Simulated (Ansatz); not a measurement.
`C=C(N)Br` and `C=C(N)CN` differ in one atom or group.

Ansatz, PBE0-D4/def2-TZVP geometries, multiplicity 1. Each molecule was computed in one conformer, which needn't be the lowest.

Scalar relativity is left out up to krypton.

| property | `C=C(N)Br` |
| --- | --- |
| LUMO energy (ωB97M-V/def2-TZVPP) / eV | 2.15 |
| size of the dipole moment (PBE/def2-TZVPP) / D | 2.15 |
| HOMO–LUMO gap (PBE/def2-TZVPP) / eV | 4.37 |
| size of the dipole moment (ωB97M-V/def2-TZVPP) / D | 2.11 |
| LUMO energy (PBE/def2-TZVPP) / eV | -0.92 |
| LUMO energy (PBE0/def2-TZVPP) / eV | 0.11 |

Q: Give the same properties after the change, and the shifts. (Best estimate.)

A: Computed: 
```tsv
property	`C=C(N)CN`	shift
LUMO energy (ωB97M-V/def2-TZVPP) / eV	2.26	0.11
size of the dipole moment (PBE/def2-TZVPP) / D	1.67	-0.48
HOMO–LUMO gap (PBE/def2-TZVPP) / eV	4.51	0.14
size of the dipole moment (ωB97M-V/def2-TZVPP) / D	1.69	-0.42
LUMO energy (PBE/def2-TZVPP) / eV	-0.14	0.78
LUMO energy (PBE0/def2-TZVPP) / eV	0.75	0.64
```

The zero-point energy changes by 148.6 kJ/mol with +15 modes. Dipoles are sizes alone; their direction can turn.

Spin–orbit coupling is left out; it splits and shifts lone-pair levels of the heavy atoms by tenths of an eV.
